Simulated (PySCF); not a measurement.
Isomers C₅H₆ClFO₂:

A. SMILES O=C(O)/C(=C/Cl)CCF
B. SMILES CO[C@@]1(C(=O)Cl)C[C@@H]1F
C. `CO[C@]1(F)COC=C1Cl`

Spectrum 1. ¹³C{¹H} NMR (computed): δ 182.4 (C), 84.7 (CH), 72.4 (C), 56.7 (CH3), 24.1 (CH2).

Spectrum 2. ¹³C{¹H} NMR (computed): δ 159.1 (CH), 125.1 (C), 118.5 (C), 84.2 (CH2), 55.8 (CH3).

Spectrum 3. ¹³C{¹H} NMR (computed): δ 169.6 (C), 154.5 (CH), 136.2 (C), 85.2 (CH2), 33.3 (CH2).

One averaged value for each set of equivalent atoms, no solvent, no relativistic terms, one conformer. GFN2-xTB structure; GIAO PBE0/pcSseg-1 shieldings; PySCF 2.14.

References, each an isolated molecule treated in the same way: ¹³C (186.93 ppm) against TMS. Splittings of carbon signals by F and P are missing where no couplings were computed. Acid and N–H amide carbonyl carbons lie up to 10 ppm further downfield in solution (hydrogen bonding). Shifts are as computed. Against solution values, carbons near 30 ppm lie about +3 ppm off and those near 130 ppm about +5 ppm; carbons on Cl a further +6 ppm. Of 1309 compounds with measured shifts, 239 miss one by over three times the rms of a fit or turn the order of signals round; such compounds aren't used in these exercises. Carbons bonded to Cl come out too deshielded.

Match each spectrum to its structure.

## Answers

1–B, 2–C, 3–A.

- Spectrum 1 (B): 5 ¹³C signals; δC 84.7 is a three-membered-ring carbon; δC 72.4 is a three-membered-ring carbon.
- Spectrum 2 (C): 5 ¹³C signals; δC 159.1 is an alkene carbon bearing oxygen; δC 125.1 is an allylic fully substituted sp3 carbon bonded to F and O.
- Spectrum 3 (A): 5 ¹³C signals; δC 169.6 is a carboxylic acid carbon; δC 154.5 is a β carbon of a C=C–C=O unit.
